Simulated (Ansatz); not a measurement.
Q: Name a neutral molecule of C and H with HOMO energy (PBE0/def2-TZVPP) between -6.80 and -6.50 eV and size of the dipole moment (ωB97M-V/def2-TZVPP) between 0.05 and 0.35 D (Ansatz, PBE0-D4/def2-TZVP geometry).

A: `CC/C=C(\C)CC` (-6.63 eV, 0.24 D); `C1=C[C@H]2C[C@H]2C1` (-6.59 eV, 0.29 D); `C=CC(=C)CC` (-6.68 eV, 0.27 D); `CC1=CCCC1` (-6.52 eV, 0.26 D); `C/C=C(\C)CC` (-6.61 eV, 0.18 D); `C/C=C(/C)CC` (-6.59 eV, 0.22 D). Other molecules can fit too; these were computed, each in one conformer that needn't be the lowest.
